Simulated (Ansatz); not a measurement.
The lowest singlet and triplet of AlCl (SMILES [Al][Cl]); geometries from B3LYP-D3(BJ)/def2-TZVP, each state relaxed from the structure named, with no frequency check.
Singlet (charge 0, multiplicity 1):
```xyz
2

Al     0.0000     0.0000    -1.2241
Cl     0.0000     0.0000     0.9361
```

A positive gap puts the triplet lower; no zero-point energy. R- takes a restricted singlet. U- takes an unrestricted singlet (broken symmetry where lower, unprojected). The triplet is unrestricted in single-reference levels. Active spaces average the two states.

Correlated levels freeze the cores.

Codes used: Ansatz (Gaussian basis) for Hartree–Fock, density functionals and correlated methods. Each number belongs to the level named beside it.

```csv
level,"gap E(singlet) − E(triplet), vertical, at the singlet's geometry (kcal/mol)"
R-SVWN5/def2-TZVPP,-70.37
U-PBE/def2-TZVPP,-66.20
R-r2SCAN/def2-TZVPP,(withheld)
R-wB97X-V/def2-TZVPP,-70.37
R-MP2/cc-pV(Q+d)Z,-64.94
R-SCS-MP2/cc-pV(D+d)Z,-67.18
"SA-CASSCF(2,3)/cc-pV(Q+d)Z",-66.97
"SC-NEVPT2 on SA-CASSCF(2,3)/cc-pV(T+d)Z",-69.17
"FIC-MRCISD+Q on SA-CASSCF(2,3)/cc-pV(D+d)Z",-68.94
```

Problem. Complete the blanks.

Solution. 
- R-r2SCAN/def2-TZVPP, gap E(singlet) − E(triplet), vertical, at the singlet's geometry (kcal/mol): -60.59

Ansatz is a program for electronic structure.
